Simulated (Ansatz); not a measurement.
Reaction (redistribution): `[OH][GeH2][NH][SiH](O)F` + `CN[SiH](C)O` → `C[Si@H](O)N[Si@@H](O)F` + `C[NH][GeH2][OH]`

Calculated with Ansatz (gas phase, PBE0-D4/def2-TZVP geometries, no zero-point term in ΔE). CCSD(T)/CBS is the MP2 limit (def2-TZVPP, def2-QZVPP) plus CCSD(T) − MP2 in def2-TZVPP, frozen cores. Functionals use def2-TZVPP. B3LYP here is the variant with VWN-RPA as its local correlation; programs differ in this. For Ge outer-core shells are correlated without core-valence functions, which leaves a few kJ/mol of doubt a bond. Scalar relativity is left out up to krypton. Each species was taken in one conformer, which may not be the lowest.

```
             level  ΔE (kJ/mol)  difference from CCSD(T)/CBS
           PBE0-D4          6.2                          1.2
           ωB97X-V          5.2                          0.2
           ωB97M-V          5.6                          0.6
               PBE          4.9                         -0.1
            r2SCAN          5.0                          0.0
              PBE0          5.4                          0.4
             B3LYP          4.6                         -0.4
     HF/def2-TZVPP          2.2                         -2.8
    MP2/def2-TZVPP          5.1                          0.1
SCS-MP2/def2-TZVPP          4.2                         -0.8
   CCSD/def2-TZVPP          4.9                         -0.1
     HF/def2-QZVPP          1.9                         -3.1
    MP2/def2-QZVPP          4.8                         -0.2
SCS-MP2/def2-QZVPP          4.0                         -1.0
      HF/CBS(def2)          1.9                         -3.1
     MP2/CBS(def2)          4.7                         -0.3
       CCSD(T)/CBS          5.0                            0
```

Largest T1 diagnostic among the species: 0.012.
